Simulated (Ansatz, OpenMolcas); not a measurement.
Si2H3OF (SMILES F[Si]O[SiH3]): the vertical energy of the triplet above the singlet from total energies

Si2H3OF: 7 atoms, total charge 0, spin state singlet. As SMILES, `F[Si]O[SiH3]`. The shape is that of a PBE0-D4/def2-TZVP optimisation. This is one conformer, not always the lowest.

```xyz
7

F     0.6393   -1.8295    1.6087
Si   -0.4287   -2.1655    0.4415
O    -0.5383   -0.7365   -0.3346
Si   -0.0256    0.8371   -0.4067
H    -0.7051    1.4807   -1.5555
H    -0.3857    1.5378    0.8500
H     1.4440    0.8758   -0.6033
```

Both states at this one shape; open shells run unrestricted unless said. 1 Eh = 27.2114 eV.

```
                             level     program  singlet Si2H3OF (Eh)  triplet Si2H3OF (Eh)
                      HF/def2-SVPD      Ansatz           -753.720202           -753.637434
                    TPSS/def2-SVPD  OpenMolcas           -755.716776           -755.606365
                  r2SCAN/def2-SVPD      Ansatz           -755.518053           -755.414380
B3LYP/6-31G* (Cartesian functions)      Ansatz           -755.961792           -755.837721
```

Question: Work out the vertical gap, second state less first, at each level.

Answer: 
1. HF/def2-SVPD: -753.637434 − (-753.720202) = 0.082768 Eh = 2.25 eV.
2. TPSS/def2-SVPD: -755.606365 − (-755.716776) = 0.110411 Eh = 3.00 eV.
3. r2SCAN/def2-SVPD: -755.414380 − (-755.518053) = 0.103673 Eh = 2.82 eV.
4. B3LYP/6-31G* (Cartesian functions): -755.837721 − (-755.961792) = 0.124071 Eh = 3.38 eV.

No measured value is set beside it here; the levels span 2.25 to 3.38 eV. Hartree–Fock favours the state with fewer electron pairs, since it lacks pair correlation.
